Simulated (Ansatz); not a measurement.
CH9AlBNSi (`BC[SiH2][NH][AlH2]`). The species carries charge 0 and has multiplicity 1. The geometry is a stationary point of PBE0-D4/def2-TZVP. It is one conformer, not always the lowest.

```xyz
14

B    -1.539    0.248   -2.229
C    -1.304   -0.260   -0.804
Si    0.176    0.653   -0.049
N     0.567    0.036    1.515
Al    2.054   -0.778    2.066
H    -1.003   -0.278   -3.162
H    -2.210    1.221   -2.432
H    -1.024   -1.316   -0.735
H    -2.120   -0.035   -0.108
H    -0.160    2.102    0.015
H     1.385    0.467   -0.891
H    -0.151    0.177    2.215
H     3.201   -1.032    1.009
H     2.127   -1.205    3.589
```

Question: What is the dipole moment at PBE/def2-TZVPP? (Estimate.)

Answer: The calculation gave: 1.76 D, with components (-0.56, -0.38, 1.63) D in this frame, pointing from negative to positive charge.

Question: And with r2SCAN, B3LYP, ωB97M-V? (Estimate.)

Answer: Computed: r2SCAN 1.74 D, B3LYP 1.67 D, ωB97M-V 1.70 D.

Question: Give the Mulliken charges with PBE, B3LYP, r2SCAN in def2-TZVPP. (Estimate.)

Answer: The calculation gave: 
| atom | PBE | B3LYP | r2SCAN |
| --- | --- | --- | --- |
| B1 | -0.10 | -0.12 | -0.04 |
| C2 | -0.20 | -0.23 | -0.20 |
| Si3 | 0.25 | 0.34 | 0.35 |
| N4 | -0.28 | -0.34 | -0.42 |
| Al5 | 0.32 | 0.41 | 0.47 |
| H6 | 0.02 | 0.03 | 0.00 |
| H7 | 0.02 | 0.03 | 0.00 |
| H8 | 0.11 | 0.10 | 0.08 |
| H9 | 0.10 | 0.10 | 0.08 |
| H10 | -0.06 | -0.08 | -0.08 |
| H11 | -0.05 | -0.07 | -0.06 |
| H12 | 0.12 | 0.11 | 0.13 |
| H13 | -0.12 | -0.14 | -0.15 |
| H14 | -0.12 | -0.14 | -0.16 |

B3LYP here is the variant with VWN-RPA as its local correlation; programs differ in this.
